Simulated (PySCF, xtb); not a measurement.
Al(F)(Me)(SH) (CH₄AlFS), SMILES [CH3][Al]([F])[SH].

xtb 6.7.1 with GFN2-xTB at its own geometry gives an orbital gap of 3.93 eV and a dipole moment of 3.86 D.

Geometry: B3LYP-D3(BJ)/def2-SVP. The values are those of a single conformer.

Problem. What does r2SCAN/def2-TZVP in PySCF give? (An estimate is asked for; the answer gives what the named calculation found.)

Solution. gap 6.07 eV (levels -6.93 and -0.86 eV), dipole 2.62 D.
